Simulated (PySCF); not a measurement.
Heteronuclear NMR

Atoms are numbered as in `[CH3:1][O:2][C:3](=[O:4])[O:5][CH2:6][SiH2:7][Cl:8]`; H(Xn) means a hydrogen on atom n.

All values are calculated (PySCF 2.14.0 with density-fitted response routines): geometry from GFN2-xTB, shielding tensors at PBE0/pcSseg-1 (GIAO). Rapidly exchanging positions averaged, no relativistic terms, single conformer, no solvent model.

(1) What are the $^{29}$Si shifts?

(2) What are the $^{17}$O shifts?

Answers

(1) 
```
atoms                   environment  σ (ppm)  δ (ppm)
  Si7  silicon bonded to C, Cl, 2 H    405.4    -53.3
```

Shieldings were converted by a linear fit to measured shifts: $^{29}$Si (scatter 8.9 ppm rms, 25.8 ppm with the 6 outliers that the fit left out vs TMS, solution or neat liquid). A few per cent of atoms miss by over 2 rms, more outside the fitted compound classes.

On a 300 MHz spectrometer $^{29}$Si resonates near 59.6 MHz, so 1 ppm is 59.6 Hz.

(2) 
```json
{"atoms": "O4", "environment": "ester carbonyl oxygen", "σ (ppm)": "60.3", "δ (ppm)": "211.8"}
{"atoms": "O5", "environment": "ester alkoxy oxygen", "σ (ppm)": "175.2", "δ (ppm)": "107.1"}
{"atoms": "O2", "environment": "ester alkoxy oxygen", "σ (ppm)": "194.3", "δ (ppm)": "89.7"}
```

Shieldings were converted by a linear fit to measured shifts: $^{17}$O: δ = 266.70 − 0.911σ (rms 10.7 ppm, 155 shifts, 12.2 ppm with the 3 outliers that the fit left out vs liquid water, solution or neat liquid). Occasional misses reach two or three times the rms, and more in compound classes unlike the fitted ones.

On a 400 MHz spectrometer $^{17}$O resonates near 54.2 MHz, so 1 ppm is 54.2 Hz.
